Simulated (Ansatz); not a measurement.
An input meant for Al4Sb3⁺ (charge 1, singlet).

```yaml
crystal:
  periodic: [false, false, false]
  atoms:
    - {symbol: Al, position_ang: [0.148845, -1.972273, -1.421897]}
    - {symbol: Al, position_ang: [-0.402712, -0.470323, 2.357396]}
    - {symbol: Al, position_ang: [-1.335254, 1.818228, -0.919291]}
    - {symbol: Al, position_ang: [0.823534, 0.323503, -0.007753]}
    - {symbol: Sb, position_ang: [1.158509, -2.174964, 1.034101]}
    - {symbol: Xx, position_ang: [-0.507840, 2.080619, 1.598450]}
    - {symbol: Sb, position_ang: [0.114918, 0.395209, -2.641006]}
basis:
  gaussian: {orbitals: def2-mTZVP}
total_charge: 1
hamiltonian: {xc: {name: B2GP-PLYP}}
scf: {lower_state_search: full}
```

```sh
$ ansatz run in.yaml --threads 4 --pin off --events-out ev --progress --plain --max-ram 4787MiB
```

It prints (some lines left out):

```
Error: YAML parse error: error: line 9 column 16: `Xx` is not an element symbol (H … Og, case-exact)
 7 |     - {symbol: Al, position_ang: [0.823534, 0.323503, -0.007753]}
 8 |     - {symbol: Sb, position_ang: [1.158509, -2.174964, 1.034101]}
 9 |     - {symbol: Xx, position_ang: [-0.507840, 2.080619, 1.598450]}
10 |     - {symbol: Sb, position_ang: [0.114918, 0.395209, -2.641006]}
11 | basis:
```

In this input an element symbol is wrong. The input was rejected before any iteration.
